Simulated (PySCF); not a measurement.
SMILES [Si](C)([SiH2][SiH2]C=O)(C)C, GFN2-xTB optimised geometry.

```
22

C      1.59     1.26     0.00
Si    -0.32     1.26     0.00
C     -0.96     0.43     1.60
C     -0.91     3.08     0.00
Si    -1.15     0.17    -1.90
Si     0.02    -1.67    -2.68
C      0.66    -2.56    -1.11
O      0.72    -2.02    -0.03
H      1.97     0.24     0.10
H      1.99     1.84     0.83
H      1.99     1.68    -0.92
H     -0.62     0.96     2.49
H     -2.04     0.40     1.63
H     -0.59    -0.59     1.66
H     -1.99     3.15    -0.01
H     -0.55     3.62     0.88
H     -0.54     3.61    -0.88
H     -2.55    -0.27    -1.71
H     -1.27     1.09    -3.05
H     -0.62    -2.74    -3.45
H      1.27    -1.39    -3.41
H      1.01    -3.62    -1.18
```

Density from PBE0/def2-SVP run with PySCF at that geometry.

Minimum of the electron density along straight lines between bonded atoms, close to the bond critical point (lines longer than 1.1 times the sum of covalent radii, or with two minima, are not listed):

```tsv
bond	length / Å	ρ at the minimum / e bohr⁻³	∇²ρ there / e bohr⁻⁵	position (fraction from the first atom)
C1–Si2	1.909	0.109	0.30	0.62
Si2–C3	1.908	0.110	0.30	0.38
Si2–C4	1.916	0.108	0.30	0.38
Si2–Si5	2.345	0.089	-0.04	0.35
Si6–C7	1.917	0.110	0.31	0.38
C7–O8	1.209	0.406	0.49	0.33
C1–H9	1.085	0.274	-0.99	0.63
C1–H10	1.087	0.271	-0.96	0.62
C1–H11	1.087	0.271	-0.96	0.62
C3–H12	1.087	0.270	-0.96	0.62
C3–H13	1.087	0.271	-0.96	0.62
C3–H14	1.085	0.274	-1.00	0.63
C4–H15	1.086	0.272	-0.97	0.62
C4–H16	1.087	0.271	-0.96	0.62
C4–H17	1.086	0.272	-0.97	0.62
Si5–H18	1.477	0.112	0.31	0.49
Si5–H19	1.478	0.112	0.31	0.49
Si6–H20	1.470	0.115	0.32	0.49
Si6–H21	1.470	0.114	0.32	0.49
C7–H22	1.111	0.272	-1.00	0.63
```
